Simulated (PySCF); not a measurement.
## A small calculation by hand: oscillator strength and radiative lifetime

CH₃FI₂Si, SMILES C[Si](F)(I)I.

The structure is a stationary point at B3LYP-D3(BJ)/def2-SVP. The def2 effective core potentials stand for the cores of I; spin–orbit coupling is left out.

TDA-PBE/def2-SVPD (PySCF) puts the first singlet state with f over 0.02 at 4.56 eV (vertical), with the transition dipole (0.000, 0.000, 0.588) in atomic units.

### Question
Find the oscillator strength, the wavelength and the radiative lifetime that this transition would have in vacuum if emission retraced absorption.

### Answer

|μ|² = 0.3457 au, so |μ| = 1.49 D. ΔE = 4.56/27.211 = 0.1676 hartree. f = (2/3) ΔE |μ|² = 0.039 (the program prints 0.039).
λ = 1239.84/4.56 = 272 nm; ν = 36779 cm⁻¹.
Einstein's coefficient A = 0.6670 ν² f s⁻¹ (ν in cm⁻¹) = 3.5e7 s⁻¹, so τ = 1/A = 29 ns. This state is S1. The figure is the radiative limit of this one transition; relaxation, internal conversion, crossing to triplets and a medium change what is measured.
